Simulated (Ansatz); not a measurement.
Basis sets compared for Si₈Sn₂H₁₈, an alloyed cluster cut from the lattice of silicon (2 Sn, side). The state is a singlet with charge 0. Geometry PBE0-D4/def2-SVP. Ansatz on 4 threads of Arm Neoverse V2 on a shared host; times are rough, and most runs start from earlier orbitals.

```xyz
28

Sn   -2.024    2.281    0.880
Si   -3.743   -1.648    0.374
Si    1.809    2.417   -0.369
Si    3.535   -0.586   -1.909
Si   -0.059   -0.934   -0.577
Si    0.220    1.036    0.665
Si   -1.527   -2.402    0.523
Sn   -3.979    0.508    1.757
Si    2.015   -2.005   -0.823
Si    3.863    1.294   -0.543
H    -1.860    3.629    1.932
H    -2.449    2.876   -0.674
H    -4.701   -2.698    0.847
H    -4.051   -1.343   -1.059
H     1.951    3.698    0.393
H     1.312    2.739   -1.745
H     4.829   -1.289   -2.183
H     2.947   -0.144   -3.213
H    -0.607   -0.582   -1.928
H     0.707    0.649    2.030
H    -1.117   -2.470    1.963
H    -1.394   -3.774   -0.064
H    -3.713    0.147    3.415
H    -5.553    1.180    1.605
H     2.534   -2.316    0.548
H     1.844   -3.294   -1.566
H     4.287    0.840    0.820
H     4.925    2.191   -1.099
```

In the def2 sets Sn takes a core potential; there is no spin–orbit coupling.

Binding counts from free atoms (Sn triplet, Si triplet, H doublet) in the same basis, without a counterpoise term.

```json
{"level": "PBE-D4/def2-SVP", "functions": "286", "energy (Eh)": "-2753.4841", "HOMO (eV)": "-6.10", "LUMO (eV)": "-1.86", "binding per atom (eV)": "2.94", "wall time": "7.5 s"}
{"level": "PBE0-D4/def2-SVP", "functions": "286", "energy (Eh)": "-2753.7575", "HOMO (eV)": "-7.03", "LUMO (eV)": "-1.17", "binding per atom (eV)": "2.94", "wall time": "15 s"}
```

Q: Estimate the rows for PBE-D4/def2-TZVP, PBE0-D4/def2-TZVP.

A: 
| level | functions | energy (Eh) | HOMO (eV) | LUMO (eV) | binding per atom (eV) | wall time |
| --- | --- | --- | --- | --- | --- | --- |
| PBE-D4/def2-TZVP | 504 | -2754.3085 | -6.10 | -2.00 | 2.95 | 17 s |
| PBE0-D4/def2-TZVP | 504 | -2754.5712 | -6.98 | -1.28 | 2.95 | 45 s |
